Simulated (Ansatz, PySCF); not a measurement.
PySCF was given this input:
```python
from pyscf import gto, scf, mp

mol = gto.Mole()
mol.atom = '''
    C     1.47598303   -0.63183151    1.36072763
    N     0.90989550    0.02948944    0.21618136
    C     1.92186935    0.55811203   -0.65810281
    Si   -0.67630915   -0.37435750   -0.37449758
    C    -1.82499270   -0.51854130    1.14315112
    C    -1.24713670    1.06935370   -1.48540107
    H     2.10771027   -1.48119756    1.07024335
    H     2.09741409    0.07155301    1.92387189
    H     0.68492818   -0.99481951    2.00938050
    H     1.45884825    1.06972134   -1.49606793
    H     2.57640866   -0.23168633   -1.04883475
    H     2.54635003    1.27194759   -0.11177425
    H    -2.86256635   -0.49757800    0.82559496
    H    -1.67390825   -1.44256320    1.69198787
    H    -1.66892322    0.31080831    1.83079913
    H    -0.76373648    1.06220686   -2.45705957
    H    -2.31690686    1.00487576   -1.65653659
    H    -1.04089684    2.02875314   -1.01415706
'''
mol.basis = 'sto-3g'
mol.spin = 1
mol.verbose = 3
mol.build()

mf = scf.UHF(mol)
mf.kernel()

pt = mp.MP2(mf, frozen=10)
pt.kernel()
print('E(MP2) = %.10f' % pt.e_tot)
```

Convert this to an input for Ansatz (a first-principles code).

This is not unique; one that fits is 
Ansatz 0.2 input:
```yaml
crystal:
  periodic: [false, false, false]
  atoms:
    - {symbol: C, position_ang: [1.47598303, -0.63183151, 1.36072763]}
    - {symbol: N, position_ang: [0.90989550, 0.02948944, 0.21618136]}
    - {symbol: C, position_ang: [1.92186935, 0.55811203, -0.65810281]}
    - {symbol: Si, position_ang: [-0.67630915, -0.37435750, -0.37449758]}
    - {symbol: C, position_ang: [-1.82499270, -0.51854130, 1.14315112]}
    - {symbol: C, position_ang: [-1.24713670, 1.06935370, -1.48540107]}
    - {symbol: H, position_ang: [2.10771027, -1.48119756, 1.07024335]}
    - {symbol: H, position_ang: [2.09741409, 0.07155301, 1.92387189]}
    - {symbol: H, position_ang: [0.68492818, -0.99481951, 2.00938050]}
    - {symbol: H, position_ang: [1.45884825, 1.06972134, -1.49606793]}
    - {symbol: H, position_ang: [2.57640866, -0.23168633, -1.04883475]}
    - {symbol: H, position_ang: [2.54635003, 1.27194759, -0.11177425]}
    - {symbol: H, position_ang: [-2.86256635, -0.49757800, 0.82559496]}
    - {symbol: H, position_ang: [-1.67390825, -1.44256320, 1.69198787]}
    - {symbol: H, position_ang: [-1.66892322, 0.31080831, 1.83079913]}
    - {symbol: H, position_ang: [-0.76373648, 1.06220686, -2.45705957]}
    - {symbol: H, position_ang: [-2.31690686, 1.00487576, -1.65653659]}
    - {symbol: H, position_ang: [-1.04089684, 2.02875314, -1.01415706]}
basis:
  gaussian:
    orbitals: STO-3G
magnetization: {spin_polarized: true, initial_magnetization: 1}
correlation: {method: mp2, electrons: outside_noble_gas}
accuracy: high
```

Both were run: PySCF gave -496.241825 Eh and Ansatz -496.241826 Eh, 0.000 mEh apart.
